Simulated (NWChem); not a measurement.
System: TiH$_{2}$O$_{3}$; SMILES [OH][Ti](=[O])[OH]

```xyz
6

Ti     0.1051    -0.0990     0.0000
O      1.6929     0.0398     0.0000
O     -0.7513     0.0617    -1.5896
H     -0.4136     0.2118    -2.4770
O     -0.7513     0.0617     1.5896
H     -0.4136     0.2118     2.4770
```
Atoms are numbered in this order, from 1.

Computed with NWChem. Structure relaxed at the PBE0/def2-SVP level. GIAO values for the isolated, static molecule; σ is the absolute isotropic shielding, δ = σ(reference) − σ with the isolated reference molecule computed at the same levels (1H: tetramethylsilane, 17O: water).

For level LDA (Slater exchange, VWN5)/pcSseg-1:

| Item | Value |
|---|---|
| σ Ti1 (ppm) | -429.7 |
| δ O2 (ppm) | 1133.5 |
| δ O3 (ppm) | 389.8 |
| δ H4 (ppm) | 11.43 |

Problem. What are these values for level PBE/pcSseg-1?

Solution. The σ Ti1 (ppm) comes out as -404.7 and the δ O2 (ppm) is 1101.5. The δ O3 (ppm) comes out as 370.5 and the δ H4 (ppm) is 11.03.
